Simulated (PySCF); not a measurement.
# Mayer bond orders and bond lengths

Species: C6H16Si2.
Atom-mapped SMILES: `[CH3:1][CH2:2][CH2:3]/[C:4](=[CH:5]\[SiH3:6])[CH2:7][SiH3:8]` (hydrogens: H9, H10, H11 on C1; H12, H13 on C2; H14, H15 on C3; H16 on C5; H17, H18, H19 on Si6; H20, H21 on C7; H22, H23, H24 on Si8)

Structure used (GFN2-xTB), in Å, numbered top down from 1:
```
atom  x, y, z in Å
C1     3.0337   -0.2023    0.7148
C2     1.8349   -0.1994   -0.2247
C3     0.5159   -0.0628    0.5438
C4    -0.6564   -0.0349   -0.3925
C5    -1.1888    1.1047   -0.8370
Si6   -0.6530    2.8452   -0.4001
C7    -1.1964   -1.3689   -0.7916
Si8   -2.4511   -2.0068    0.5005
H9     3.9612   -0.2895    0.1531
H10    3.0671    0.7209    1.2892
H11    2.9733   -1.0371    1.4107
H12    1.9192    0.6319   -0.9279
H13    1.8261   -1.1249   -0.8054
H14    0.4178   -0.9038    1.2350
H15    0.5464    0.8588    1.1276
H16   -2.0202    1.0208   -1.5290
H17   -0.8442    3.1138    1.0315
H18   -1.4760    3.7808   -1.1717
H19    0.7577    3.0813   -0.7307
H20   -0.3847   -2.0904   -0.8947
H21   -1.6968   -1.2983   -1.7587
H22   -1.7779   -2.2293    1.7824
H23   -3.0060   -3.2745    0.0209
H24   -3.5137   -1.0156    0.6620
```

Bond orders from the PBE0/pcSseg-1 density (PySCF). The structure is a single GFN2-xTB conformer in the gas phase; no vibrational or solvent corrections.

(1) Where do the orders between heavy atoms depart from those drawn in the SMILES?

(2) Set the Mayer orders of the bonds between heavy atoms beside their lengths.

Results:

(1) The largest departure is 0.111, at C7–Si8 (drawn single, 0.889).

(2) 
```
  bond  drawn as  length (Å)  Mayer order
 C1–C2    single       1.523        1.067
 C2–C3    single       1.533        1.006
 C3–C4    single       1.501        1.049
 C4–C5    double       1.334        1.893
C5–Si6    single       1.873        0.924
 C4–C7    single       1.494        1.038
C7–Si8    single       1.911        0.889
```

Bonds between the same two heavy elements. C–C: lowest C2–C3 (1.006, 1.533 Å), highest C4–C5 (1.893, 1.334 Å); in 1 of the 10 pairs the longer bond (by over 0.003 Å) has the higher order (by 0.02 or more). C–Si: lowest C7–Si8 (0.889, 1.911 Å), highest C5–Si6 (0.924, 1.873 Å).

Task: And the bonds to hydrogen?

Result: C–H: 0.92 to 0.97 (10 bonds); H–Si: 0.93 to 0.95 (6 bonds).

Task: Sum the orders of all bonds at each heavy atom with more than one neighbour and set the sums beside the valence in the SMILES.

Result: C1 3.966 (drawn 4), C2 3.968 (drawn 4), C3 3.923 (drawn 4), C4 3.980 (drawn 4), C5 3.736 (drawn 4), Si6 3.744 (drawn 4), C7 3.803 (drawn 4), Si8 3.719 (drawn 4). Orders between atoms that aren't bonded are not in these sums.

The Mayer order sums products of elements of PS (density times overlap matrix) between the two atoms' basis functions, so it depends on the basis set.
